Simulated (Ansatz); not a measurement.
This singlet lies 0.42 eV below the relaxed triplet at the level frozen-core CCSD(T)/cc-pVDZ // PBE0-D3(BJ)/def2-TZVP (Ansatz, an electronic-structure program).

Species: H6GeSi2, SMILES `[SiH3][Ge][SiH3]` (lower singlet) (charge 0, multiplicity 1).

### Question
Give a relaxed geometry from PBE0-D3(BJ)/def2-TZVP in Ansatz.

### Answer
the end point of this relaxation (outside a Z-matrix the atoms follow the SMILES, hydrogens last).
Bonded distances (Å): Si1–Ge2 2.436, Si1–H4 1.491, Si1–H5 1.498, Si1–H6 1.490, Ge2–Si3 2.436, Si3–H7 1.490, Si3–H8 1.491, Si3–H9 1.498. Angles (°): Ge2–Si1–H4 116.5, Ge2–Si1–H5 101.1, Ge2–Si1–H6 114.6, H4–Si1–H5 107.8, H4–Si1–H6 108.3, H5–Si1–H6 107.7, Si1–Ge2–Si3 87.0, Ge2–Si3–H7 114.7, Ge2–Si3–H8 116.5, Ge2–Si3–H9 101.0, H7–Si3–H8 108.4, H7–Si3–H9 107.8, H8–Si3–H9 107.8.
